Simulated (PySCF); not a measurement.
# C₆ coefficients of unlike pairs at BP86

Calculated with PySCF 2.14 from the dipole response of each species, C₆(A,B) = (3/π) ∫ α_A(iu) α_B(iu) du, in atomic units, from isotropic polarisabilities. For ions this is the dispersion term alone; charge-induced terms of lower order in 1/R come first.

```tsv
species	configuration	basis	relativity	α (bohr³)	C₆ (like pair)
Ne⁺	[He] 2s2 2p5 (2P)	aug-cc-pCVQZ-DK (9s8p6d4f2g)	spin-free X2C	1.399	2.472
Cl⁺	[Ne] 3s2 3p4 (3P)	aug-cc-pwCVTZ (8s7p5d3f)	none	8.856	42.14
Re³⁺	[Xe] 4f14 5d4 (5D)	def2-QZVPPD with the def2 core potential (60 electrons) (7s6p4d4f2g)	core potential	7.551	39.63
Li⁺	1s2 (1S)	aug-cc-pCVTZ-DK (7s6p4d2f)	spin-free X2C	0.1828	0.07096
```

Estimate C₆ for Li⁺ with Re³⁺.

The integral gives 1.514. The combination rule 2 C_A C_B / (C_A α_B/α_A + C_B α_A/α_B) gives 1.446 and the geometric mean 1.677.

No spin-orbit coupling is included.

The other pairs:

```json
{"pair": "Li⁺, Ne⁺", "C₆": "0.4084"}
{"pair": "Re³⁺, Ne⁺", "C₆": "9.629"}
{"pair": "Li⁺, Cl⁺", "C₆": "1.411"}
{"pair": "Re³⁺, Cl⁺", "C₆": "40.19"}
{"pair": "Cl⁺, Ne⁺", "C₆": "9.352"}
```
